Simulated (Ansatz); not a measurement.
Consider the silylene formation by 1,1-elimination: `C=C=C[SiH3]` → `C=C=C` + `[SiH2]`.

Gas-phase electronic energies from Ansatz, PBE0-D4/def2-TZVP geometries. CBS: MP2 limit from def2 TZ/QZ plus the TZ coupled-cluster correction, frozen cores. This one scheme is used for every species. DFT in def2-TZVPP. B3LYP here is the variant with VWN-RPA as its local correlation; programs differ in this.

`C=C=C[SiH3]`:

```xyz
10

C    -0.034    2.122   -0.562
C     0.066    0.829   -0.645
C     0.158   -0.469   -0.688
Si   -0.057   -1.508    0.840
H     0.835    2.739   -0.361
H    -0.988    2.620   -0.698
H     0.366   -0.946   -1.645
H     1.175   -2.298    1.106
H    -1.179   -2.468    0.657
H    -0.342   -0.621    1.995
```

`C=C=C`:

```xyz
7

C    -1.082   -0.176   -0.697
C     0.000    0.000    0.000
C     1.082    0.176    0.697
H    -1.901   -0.780   -0.319
H    -1.199    0.276   -1.676
H     1.925   -0.502    0.606
H     1.175    1.005    1.390
```

`[SiH2]`:

Cartesian coordinates in Å:
```
Si -0.182 0.536 0.431
H 1.082 0.168 -0.340
H -0.900 -0.704 -0.091
```

```tsv
level	ΔE (eV)	difference from CCSD(T)/CBS
LDA (SPW92)	2.88	0.31
PBE-D4	2.61	0.04
revPBE-D4	2.56	-0.01
BLYP-D4	2.42	-0.15
r2SCAN-D4	2.79	0.22
PBE0-D4	2.69	0.12
B3LYP-D4	2.52	-0.05
r2SCANh-D4	2.79	0.22
r2SCAN0-D4	2.80	0.23
BHLYP-D4	2.62	0.05
CAM-B3LYP-D4	2.59	0.02
ωB97X-V	2.67	0.10
ωB97M-V	2.52	-0.05
B2PLYP	2.53	-0.04
PBE-QIDH	2.76	0.19
PBE	2.53	-0.04
revPBE	2.38	-0.19
BLYP	2.26	-0.31
r2SCAN	2.77	0.20
PBE0	2.62	0.05
B3LYP	2.40	-0.17
r2SCANh	2.77	0.20
r2SCAN0	2.78	0.21
BHLYP	2.52	-0.05
CAM-B3LYP	2.53	-0.04
LC-ωPBE	2.74	0.17
RPA@PBE/def2-TZVPP	2.32	-0.25
HF/def2-SVP	2.33	-0.24
MP2/def2-SVP	2.65	0.08
CCSD/def2-SVP	2.35	-0.22
CCSD(T)/def2-SVP	2.39	-0.18
HF/def2-TZVPP	2.38	-0.19
MP2/def2-TZVPP	2.74	0.17
SCS-MP2/def2-TZVPP	2.61	0.04
CCSD(T)/def2-TZVPP	2.50	-0.07
HF/def2-QZVPP	2.39	-0.18
MP2/def2-QZVPP	2.78	0.21
SCS-MP2/def2-QZVPP	2.65	0.08
HF/CBS(def2)	2.39	-0.18
CCSD/CBS(def2)	2.52	-0.05
CCSD(T)/CBS	2.57	0
```

Largest T1 diagnostic among the species: 0.014.

In def2-TZVPP, CCSD(T) changes the Hartree–Fock value by +0.12 eV (the triples alone add +0.05 eV) and MP2 by +0.36 eV. Leaving LDA and LC-ωPBE aside and taking each functional with its dispersion term where it has one, the values spread over 0.38 eV, from BLYP-D4 to r2SCAN0-D4. LDA lies +0.34 eV from PBE without D4. At CCSD(T), def2-SVP lies −0.17 eV from the extrapolated value and def2-TZVPP −0.07 eV.
